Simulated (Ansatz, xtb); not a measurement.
**C2H9OPSi: which of two isomers lies lower**

Structure a is `CC[Si@H](O)P`, a singlet and structure b is `CO[Si@H](C)P`, a singlet. Both are isolated molecules in the gas phase, relaxed with PBE-D3(BJ)/def2-SVP; each stands in its lowest conformer found.

Energies in hartree; the thermal terms are from GFN2-xTB frequencies at re-optimised GFN2-xTB minima (ideal gas, soft modes damped towards free rotors, one conformer each, 298.15 K, 1 atm) and include the zero-point energy:

|  | a | b |
| --- | --- | --- |
| E, CCSD(T)/def2-SVP | −786.035492 | −786.020624 |
| E, MP2/def2-SVP | −785.945632 | −785.928736 |
| E, MP2/def2-TZVPP | −786.534873 | −786.515709 |
| zero-point energy | 0.104649 | 0.103834 |
| H(298 K) − E | 0.114631 | 0.114162 |
| G(298 K) − E | 0.070846 | 0.069295 |

Q: Correct the CCSD(T) difference for the basis set by the MP2 change, then work out ΔE, ΔE₀, ΔH and ΔG for a → b in kJ/mol (1 Eh = 2625.50 kJ/mol) and the equilibrium ratio [b]/[a].

A: 1. Differences b − a: CCSD(T) +0.014868, MP2 in the small set +0.016896, MP2 in the large set +0.019164 Eh.
2. ΔE = +0.014868 + (+0.019164 − (+0.016896)) = +0.017136 Eh = +44.99 kJ/mol.
3. ΔE₀ = ΔE + ΔZPE = +0.017136 + (−0.000815) Eh = +42.85 kJ/mol.
4. ΔH = ΔE + (−0.000469) Eh = +43.76 kJ/mol.
5. ΔG = ΔE + (−0.001551) Eh = +40.92 kJ/mol, so ΔS = (ΔH − ΔG)/T = +9.5 J/(mol K).
6. kT = 0.9442 mEh, so K = [b]/[a] = exp(−ΔG/kT) = exp(−16.51) ≈ 6.8 × 10^−8.

Structure a is favoured at this temperature. An error of 4 kJ/mol in ΔG would change K by a factor of 5. HF/STO-3G gave ΔE the other sign. Mirror images and further conformers aren't counted.

As drawn, b has 1 C–O, 1 C–H in place of 1 C–C, 1 O–H.

Other levels gave ΔE = +13.2 (GFN2-xTB); −7.7 (HF/STO-3G, GFN2-xTB geometries); +38.3 (r2SCAN-D4/def2-SVP, GFN2-xTB geometries); +35.3 (PBE-D3(BJ)/def2-SVP); +30.6 (HF/def2-SVP); +44.4 (MP2/def2-SVP); +39.0 (CCSD(T)/def2-SVP) kJ/mol. The correlated steps freeze 13 core orbitals. Programs: Ansatz 0.2.0, xtb 6.7.1.
